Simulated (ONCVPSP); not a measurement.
# Xe (Z = 54): variants of one ONCV potential

Base potential:

ONCVPSP 4.0.1 input, shortened (lines: element, Z, core and valence counts, functional; n l f; lmax; l rc ep ncon nbas qcut; lloc lpopt rc5 dvloc0; l nproj debl; icmod fcfact rcfact), PBEsol, scalar-relativistic:

```
  Xe 54.00    9    2  -116133      upf
    1    0    2.00
    2    0    2.00
    2    1    6.00
    3    0    2.00
    3    1    6.00
    3    2   10.00
    4    0    2.00
    4    1    6.00
    4    2   10.00
    5    0    2.00
    5    1    6.00
    1
    0    1.65    0.00    4    8    3.90
    1    1.55    0.00    4    8    5.90
    4    2    1.55    0.00
    0    2    2.90
    1    2    1.80
    0    0.00    0.00
```

Cutoffs, loose and tight: the cutoffs (Ha) at which the residual kinetic energy of the hardest occupied pseudo-wave falls to 1 and 0.1 mHa per electron. They do not see the model core or the augmentation charge, which bear on the density cutoff. Test errors are all-electron minus pseudo excitation energies from the reference, over the configurations 5s2 5p5; 5s2 5p4; 5s2 5p3; 5s2 5p2. A dash means not determined; rows that change the core or the reference have their own tests.

4 further variants are left out, since the program set their typed debl aside.

A true bound ghost makes a file unfit for plane-wave use even where its test errors are small: the radial tests pick states by their node count and pass the ghost by.

```csv
change,outcome,"cutoff, loose","cutoff, tight",bound ghosts,GHOST(+) flags above zero,largest test error (meV)
base,generated,25 Ha,82 Ha,p,s,-97
s: debl 0.95,generated,25 Ha,82 Ha,p,s,-98
s: debl 1.6,generated,25 Ha,82 Ha,p,s,-98
s: debl 2,generated,25 Ha,82 Ha,p,s,-97
s: debl 4.65,generated,25 Ha,82 Ha,p,s,-95
```

Reading the sweep of the debl of the s channel (base included, trends over the rows without a ghost): Bound ghosts are found at 0.95, 1.6, 2, 2.9, 4.65 Ha. Every judged row has one, so this setting neither creates nor removes them.
